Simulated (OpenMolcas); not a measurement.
## Computed transition rates of Ru II

| Item | Value |
| --- | --- |
| Program | OpenMolcas |
| Method | SS-CASPT2, IPEA 0.25 Eh, imaginary shift 0.1 Eh (closed shells correlated: 4s 4p) |
| Basis | ANO-RCC-VQZP [8s7p5d3f2g1h] |
| Scalar Hamiltonian | DKH2, point nucleus |
| Active space | 7 electrons in 11 orbitals (4d 5s 5d) |
| State averaging | 2S+1 = 4 even, 15 roots; 2S+1 = 6 even, 5 roots kept (CI in the orbitals of an earlier block); 2S+1 = 2 even, 28 roots kept (CI in the orbitals of an earlier block) |
| Spin-orbit coupling | RASSI with atomic mean-field integrals over the reference wave functions, term energies averaged over their components |

Rates come from the transition moments of the reference wave functions (E1 and E2 in the length form). At fixed line strength A goes as λ^-3 for E1 and M1 and as λ^-5 for E2, so a rate at the computed wavelength can be rescaled to the measured one. Measured vacuum wavelengths follow from level energies in NIST Handbook of Basic Atomic Spectroscopic Data. Branching counts decays inside the model space alone, at computed energies, and the table is only a selection of the E2 and M1 lines, drawn from those between levels with measured partners whose computed energy lies within a factor of 1.5 of the measured one.

```
        Upper          Lower  Type  λ computed (nm)  λ measured (nm)  A computed (s-1)  A rescaled (s-1)  Branching %
4d⁶ 5s ⁴D_7/2     4d⁷ ⁴F_9/2    E2            545.6              516          2.03e+00          2.68e+00         75.5
4d⁶ 5s ⁴D_5/2     4d⁷ ⁴F_9/2    E2            516.5            487.4          9.88e-01          1.32e+00         35.9
4d⁶ 5s ⁴D_5/2     4d⁷ ⁴F_7/2    E2            559.5            526.5          8.32e-01          1.13e+00         30.2
4d⁶ 5s ⁴D_5/2     4d⁷ ⁴F_5/2    E2            591.2            554.9          6.55e-01          8.99e-01         23.8
4d⁶ 5s ⁴D_7/2     4d⁷ ⁴F_7/2    E2            593.8              560          4.91e-01          6.58e-01         18.3
   4d⁷ ⁴F_7/2     4d⁷ ⁴F_9/2    M1             6730             6566          1.10e-01          1.18e-01        100.0
   4d⁷ ⁴F_5/2     4d⁷ ⁴F_7/2    M1            10420            10300          5.05e-02          5.23e-02        100.0
4d⁶ 5s ⁶D_5/2  4d⁶ 5s ⁶D_7/2    M1            13230            14260          2.92e-02          2.33e-02         68.1
4d⁶ 5s ⁶D_7/2  4d⁶ 5s ⁶D_9/2    M1            11170            10010          2.70e-02          3.75e-02         65.0
   4d⁷ ⁴P_1/2     4d⁷ ⁴P_3/2    M1            12240            11160          2.47e-02          3.26e-02         87.7
4d⁶ 5s ⁶D_9/2     4d⁷ ⁴F_9/2    M1             1169             1093          1.73e-02                           97.9
4d⁶ 5s ⁶D_3/2  4d⁶ 5s ⁶D_5/2    M1            18700            22120          1.42e-02          8.58e-03         33.6
   4d⁷ ⁴F_3/2     4d⁷ ⁴F_5/2    M1            17100            16390          1.28e-02          1.45e-02        100.0
4d⁶ 5s ⁶D_3/2     4d⁷ ⁴F_5/2    M1             1206             1135          9.59e-03                           22.6
4d⁶ 5s ⁶D_7/2     4d⁷ ⁴F_7/2    M1             1256             1159          9.30e-03                           22.4
   4d⁷ ⁴P_5/2     4d⁷ ⁴F_7/2    M1             1446             1485          9.07e-03                           44.9
4d⁶ 5s ⁶D_3/2     4d⁷ ⁴P_5/2    M1             4271             3282          8.98e-03                           21.2
4d⁶ 5s ⁶D_1/2  4d⁶ 5s ⁶D_3/2    M1            24520            33310          7.89e-03          3.15e-03         49.2
4d⁶ 5s ⁶D_3/2     4d⁷ ⁴P_1/2    M1             7459             5182          7.10e-03                           16.8
   4d⁷ ⁴P_5/2     4d⁷ ⁴F_9/2    E2             1191             1211          6.89e-03          6.34e-03         34.1
   4d⁷ ⁴P_3/2     4d⁷ ⁴F_5/2    M1             1629             1671          6.59e-03                           47.4
4d⁶ 5s ⁶D_5/2     4d⁷ ⁴F_5/2    M1             1289             1196          6.52e-03                           15.2
4d⁶ 5s ⁶D_1/2     4d⁷ ⁴P_1/2    M1             5719             4484          6.39e-03                           39.8
   4d⁷ ⁴P_3/2     4d⁷ ⁴F_3/2    M1             1801             1861          4.38e-03                           31.5
   4d⁷ ⁴P_3/2     4d⁷ ⁴F_7/2    E2             1409             1438          2.01e-03          1.82e-03         14.5
```

Spin-changing lines and M1 lines between different terms are not rescaled, since their strength hangs on the term gaps too.

The largest correction is for 4d⁶ 5s ⁶D_1/2 → 4d⁶ 5s ⁶D_3/2 (M1): 7.89e-03 × (24520 / 33310)^3 = 3.15e-03 s-1, a factor of 0.40.

The computed rate and branching of 4d⁷ ⁴F_7/2 → 4d⁷ ⁴F_9/2 give the upper level a radiative lifetime of 1.000 / 1.10e-01 s-1 = 9.09e+00 s, counting decays inside the model space alone. The rescaled rate gives about 8.4e+00 s.

The computed order of these levels differs from the measured one in 1 place, and where term gaps are wrong the rates of spin-changing lines can be off by large factors.

These are rates of the free ion; in crystals, glasses and complexes forced electric-dipole and non-radiative decay shorten such lifetimes by orders of magnitude. No measured rate stands beside these. Rescaling mends the energy factor alone: line strengths can still be far off where a level mixes with configurations outside the active space, and weak or spin-changing lines hang on small mixing coefficients that depend on the term gaps too, so rescaling need not improve them.

CASPT2 does not keep the components of a term degenerate, so their means are used; among the terms shown or strongly mixed into the levels shown the widest spread is 360 cm-1 (4d⁷ ⁴F). Terms from blocks run as CI alone lack orbitals of their own. Active for correlation alone: 5d; no level in the range computed is led by a configuration that fills it, so any true level of that kind is missing. Computed and measured levels are paired by configuration, term and J; levels that our copy of the source lacks, or whose pairing is in doubt (as where it misses far off the trend of its configuration), stay unpaired. Only configurations of the active space appear.
